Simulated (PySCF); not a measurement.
# Xenon: a sound run and one with changed settings

Sound run: Xe [Xe], Xe⁺ [Kr] 4d10 5s2 5p5. Calculation: PySCF 2.14, in cc-pVDZ-PP with ECP28MDF (4s3p2d, 23 functions); scalar relativity through the core potential. The sound run starts from symmetry-adapted Hartree-Fock orbitals and uses a fine grid where one is needed.

Changed run: radial step 0.8 in ln r (0.13 in the sound run). This setting is unsound on purpose.

```json
{"species": "Xe", "method": "UHF", "sound run (hartree)": "-328.29085", "changed run (hartree)": "-328.29085", "converged": "yes"}
{"species": "Xe", "method": "LDA", "sound run (hartree)": "-328.90611", "changed run (hartree)": "-329.50521", "converged": "yes"}
{"species": "Xe", "method": "M06-2X", "sound run (hartree)": "-329.28517", "changed run (hartree)": "-328.92583", "converged": "yes"}
{"species": "Xe⁺", "method": "UHF", "sound run (hartree)": "-327.86494", "changed run (hartree)": "-327.86494", "converged": "yes"}
{"species": "Xe⁺", "method": "LDA", "sound run (hartree)": "-328.44131", "changed run (hartree)": "-329.04178", "converged": "yes"}
{"species": "Xe⁺", "method": "M06-2X", "sound run (hartree)": "-328.83097", "changed run (hartree)": "-328.51352", "converged": "yes"}
```

Ionisation energy of Xe:

```json
{"method": "UHF", "sound run (eV)": "11.590", "changed run (eV)": "11.590"}
{"method": "LDA", "sound run (eV)": "12.648", "changed run (eV)": "12.611"}
{"method": "M06-2X", "sound run (eV)": "12.359", "changed run (eV)": "11.219"}
```

A coarse radial grid mis-integrates the density and the exchange-correlation energy, with errors of either sign; Hartree-Fock needs no grid.

For comparison, NIST gives 12.130 eV between the lowest levels.
